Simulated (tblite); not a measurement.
Compound: C4H11AsGaN.
SMILES with atom numbers: `[CH3:1][CH2:2][C:3]#[N+:4][GaH2-:5][AsH:6][CH3:7]` (hydrogens: H8, H9, H10 on C1; H11, H12 on C2; H13, H14 on Ga5; H15 on As6; H16, H17, H18 on C7)
Bond orders are those of one Lewis drawing.

Computed with GFN2-xTB (tblite), gas phase: L-BFGS steps from a force-field or distance-geometry start until the largest atomic force falls under 0.01 eV/Å.

Step 30: E = -561.0131 eV
```
atom  x, y, z in Å  |  force x, y, z in eV/Å
C1      2.1700   -1.3321    0.8508    0.009  -0.020   0.004
C2      2.2585    0.1911    0.9899    0.006   0.002   0.002
C3      1.1048    0.8253    0.4291    0.008   0.007  -0.005
N4      0.1686    1.2937   -0.0456   -0.007   0.001  -0.011
Ga5    -1.5352    2.0967   -0.8533    0.008  -0.045  -0.024
As6    -2.5949    0.2934   -2.1092    0.015   0.000   0.003
C7     -1.8592   -1.1717   -0.9599    0.001   0.001   0.010
H8      2.1083   -1.6180   -0.1961   -0.020  -0.004  -0.003
H9      1.2966   -1.7161    1.3722   -0.013   0.007  -0.018
H10     3.0572   -1.7867    1.2815    0.025  -0.009   0.011
H11     2.3324    0.4745    2.0436    0.002   0.009   0.006
H12     3.1402    0.5715    0.4663    0.021   0.003   0.010
H13    -1.9820    2.5278    0.5925   -0.013   0.001   0.016
H14    -0.6951    3.2551   -1.5034   -0.020   0.028   0.012
H15    -3.8455    0.4729   -1.2767    0.005   0.002  -0.011
H16    -0.8130   -1.3418   -1.2228   -0.024  -0.011  -0.018
H17    -1.9123   -0.9315    0.1021   -0.016   0.008  -0.013
H18    -2.4081   -2.0977   -1.1394    0.012   0.020   0.028
```

Step 31: E = -561.0134 eV
```
atom  x, y, z in Å  |  force x, y, z in eV/Å
C1      2.1698   -1.3310    0.8508    0.004  -0.025   0.001
C2      2.2589    0.1922    0.9898    0.007  -0.008   0.002
C3      1.1052    0.8252    0.4277    0.014   0.007  -0.001
N4      0.1681    1.2907   -0.0476   -0.009   0.007  -0.013
Ga5    -1.5356    2.0960   -0.8531    0.011  -0.035  -0.009
As6    -2.5937    0.2939   -2.1089    0.022  -0.006  -0.028
C7     -1.8591   -1.1712   -0.9603    0.007  -0.016   0.024
H8      2.1068   -1.6169   -0.1961   -0.012  -0.005  -0.009
H9      1.2957   -1.7144    1.3710   -0.012   0.005  -0.009
H10     3.0568   -1.7866    1.2813    0.020  -0.008   0.010
H11     2.3314    0.4746    2.0438    0.004   0.014   0.007
H12     3.1417    0.5713    0.4670    0.018   0.009   0.010
H13    -1.9809    2.5253    0.5952   -0.010  -0.002   0.006
H14    -0.6953    3.2556   -1.5017   -0.021   0.026   0.013
H15    -3.8445    0.4735   -1.2792   -0.007   0.001   0.000
H16    -0.8133   -1.3453   -1.2228   -0.029   0.003  -0.016
H17    -1.9123   -0.9287    0.1012   -0.008   0.006  -0.009
H18    -2.4083   -2.0979   -1.1363    0.003   0.026   0.021
```

Step 32: E = -561.0137 eV
```
atom  x, y, z in Å  |  force x, y, z in eV/Å
C1      2.1701   -1.3306    0.8508   -0.001  -0.019  -0.002
C2      2.2597    0.1930    0.9897    0.007  -0.015   0.001
C3      1.1059    0.8251    0.4263    0.019   0.005   0.002
N4      0.1676    1.2880   -0.0495    0.000   0.008  -0.010
Ga5    -1.5356    2.0947   -0.8529    0.011  -0.017   0.007
As6    -2.5922    0.2942   -2.1090    0.020  -0.013  -0.048
C7     -1.8590   -1.1708   -0.9604    0.007  -0.022   0.027
H8      2.1053   -1.6160   -0.1961   -0.001  -0.005  -0.010
H9      1.2947   -1.7128    1.3698   -0.008   0.002   0.000
H10     3.0569   -1.7868    1.2814    0.007  -0.004   0.004
H11     2.3308    0.4748    2.0441    0.004   0.017   0.001
H12     3.1438    0.5710    0.4682    0.009   0.012   0.013
H13    -1.9813    2.5233    0.5975   -0.004  -0.008  -0.009
H14    -0.6967    3.2567   -1.5005   -0.023   0.021   0.016
H15    -3.8435    0.4744   -1.2813   -0.011   0.000   0.005
H16    -0.8139   -1.3486   -1.2232   -0.024   0.014  -0.012
H17    -1.9126   -0.9258    0.1002    0.001   0.006   0.002
H18    -2.4085   -2.0974   -1.1333   -0.012   0.021   0.013
```

Task: Estimate the geometry and energy of step 33. (The exact step hangs on the optimiser's Hessian estimate; all steps are aligned on step 32, rigid shifts and turns removed.)

Result: E = -561.0139 eV, largest force 0.052 eV/Å
```
atom  x, y, z in Å  |  force x, y, z in eV/Å
C1      2.1704   -1.3306    0.8508   -0.005  -0.008  -0.005
C2      2.2606    0.1934    0.9898    0.005  -0.017   0.000
C3      1.1068    0.8252    0.4251    0.021   0.002   0.003
N4      0.1674    1.2857   -0.0513    0.017   0.006  -0.002
Ga5    -1.5352    2.0930   -0.8526    0.007   0.000   0.015
As6    -2.5906    0.2941   -2.1102    0.010  -0.018  -0.048
C7     -1.8588   -1.1706   -0.9601   -0.001  -0.014   0.019
H8      2.1040   -1.6155   -0.1962    0.009  -0.006  -0.007
H9      1.2937   -1.7114    1.3687   -0.001  -0.001   0.008
H10     3.0573   -1.7874    1.2816   -0.007  -0.001  -0.003
H11     2.3305    0.4752    2.0445    0.003   0.015  -0.008
H12     3.1461    0.5708    0.4695   -0.002   0.011   0.015
H13    -1.9824    2.5216    0.5993    0.002  -0.014  -0.021
H14    -0.6989    3.2583   -1.4996   -0.024   0.014   0.020
H15    -3.8427    0.4752   -1.2827   -0.006  -0.002   0.000
H16    -0.8148   -1.3511   -1.2237   -0.012   0.018  -0.008
H17    -1.9131   -0.9232    0.0995    0.010   0.006   0.014
H18    -2.4091   -2.0966   -1.1306   -0.026   0.008   0.008
```

The energy changes by -0.0002 eV. The first-order estimate −F·Δx gives -0.0004 eV and the mean of the old and new forces, exact on a quadratic surface, -0.0003 eV. The step makes an angle of 66° with the force vector and moves no atom by more than 0.003 Å.

What follows is the cost of the whole relaxation. Time: 1.9 s. Hardware: one thread, Arm Neoverse N1 (aarch64), no GPU (shared host).
